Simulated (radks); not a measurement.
Results of a calculation; reference values are marked as such.
Ionisation of neutral krypton, [Kr], to Kr+, [Ar] 3d10 4s2 4p5, under several functionals. Non-relativistic Kohn-Sham, spin-polarised, spherical densities, point nucleus; open shells are filled with parallel spins first; a radial shooting solver on a logarithmic mesh with Libxc functionals.

functional            E(Kr) (hartree)  Exc (hartree)  IE (eV)  -e(HOMO) (eV)  <r> HOMO (bohr)  IE error (eV)
OLYP                      -2754.61269      -96.42735   14.023          9.211            1.946         +0.023
XLYP                      -2754.19740      -95.92465   13.974          9.155            1.959         -0.025
exchange-only PBE         -2751.65367      -93.33780   13.040          8.324            1.974         -0.960
exchange-only r2SCAN      -2752.03319      -93.76854   13.542          8.870            1.953         -0.457
SCAN                      -2754.04676      -95.82042   14.452          9.689            1.940         +0.452
exchange-only B88         -2752.10062      -93.79784   13.038          8.307            1.968         -0.962
BP86                      -2754.10559      -95.84006   14.205          9.380            1.950         +0.206
HCTH/407                  -2755.33192      -97.20080   14.287          9.499            1.942         +0.287

NIST Atomic Spectra Database: 14.000 eV (measured). Closest: OLYP. The Delta-SCF values span 1.41 eV, the total energies 3.68 hartree. The highest occupied level is 4p. Open shells are spherical and high-spin; term and fine-structure splittings are not resolved.
